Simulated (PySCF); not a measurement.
A GIAO shielding run with PySCF 2.14 (density fitting, non-relativistic, gas phase) on SMILES C/C=N\N(CC)C(C)C, C7H16N2:

```
$ OMP_NUM_THREADS=1 python probes_run.py task.json out

{"job": {"kind": "nmr", "xc": "PBE0", "basis": "pcSseg-1"}, "charge": 0, "multiplicity": 1}
C      3.006731    -0.048187     0.270656
C      1.940876    -1.062853    -0.061010
N      0.676093    -1.032613    -0.021561
N     -0.161386    -0.085419     0.364111
C      0.161776     1.271670     0.751142
C      0.182737     2.249444    -0.426926
C     -1.554558    -0.408883     0.081082
C     -1.963016    -1.640837     0.888577
C     -1.777371    -0.645137    -1.413966
H      2.792310     0.926519    -0.165027
H      3.961596    -0.392735    -0.120405
H      3.112652     0.070632     1.350816
H      2.316792    -2.025028    -0.390207
H      1.127488     1.270181     1.254660
H     -0.588376     1.597876     1.479520
H     -0.813256     2.359653    -0.849315
H      0.527780     3.226834    -0.097943
H      0.848069     1.887953    -1.208407
H     -2.153837     0.448298     0.404002
H     -1.843409    -1.449382     1.952217
H     -2.999920    -1.899214     0.692030
H     -1.325822    -2.475759     0.612609
H     -1.155893    -1.473879    -1.741545
H     -1.508968     0.238047    -1.989006
H     -2.820021    -0.883038    -1.606971
```

Hardware: 1 thread of an Intel Xeon, shared host. The job also computes population analyses, field gradients.

Question: How large is the calculation?

Answer: 72 electrons, 233 basis functions and 1193 auxiliary functions.

Question: How long does it take, and how much memory does it need?

Answer: 2.3 min of wall time, with 14 SCF cycles and 5 response iterations; peak memory 1.1 GiB. Times on a shared host scatter by some tens of per cent.
